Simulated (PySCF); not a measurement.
**Eu⁶⁰⁺ (europium, charge +60) across methods**

[He] 2s1, 2S determinant. Computed with PySCF 2.14 in an even-tempered Gaussian basis (19 s from 37 bohr⁻², ratio 2.2; 8 p from 56 bohr⁻², ratio 2.4; 5 d from 170 bohr⁻², ratio 2.4; 5 f from 250 bohr⁻², ratio 2.4; 4 g from 380 bohr⁻², ratio 2.4), with scalar relativity by spin-free X2C-1e.

```csv
method,E (hartree),mean ε 1s α (eV),mean ε 1s β (eV),mean ε 2s α (eV),Σ⟨r²⟩ (bohr²),⟨S²⟩
PBE,-4664.73,-55169.4,-55146.0,-13652.2,0.01071,0.750
UHF,-4664.58439,-55638.3,-55587.8,-13753.6,0.01072,0.750
PBE0,-4664.70,-55286.8,-55256.7,-13677.7,0.01071,0.750
r2SCAN0,-4664.81,-55323.8,-55294.6,-13682.7,0.01072,0.750
MN15,-4671.12,-55250.6,-55245.3,-13689.7,0.01068,0.750
LDA,-4658.56,-55108.6,-55083.6,-13639.0,0.01073,0.750
```

(1) Estimate the same row for r2SCAN.

Results:

(1) E (hartree) = -4664.87; mean ε 1s α (eV) = -55218.8; mean ε 1s β (eV) = -55196.6; mean ε 2s α (eV) = -13658.9; Σ⟨r²⟩ (bohr²) = 0.01072; ⟨S²⟩ = 0.750.
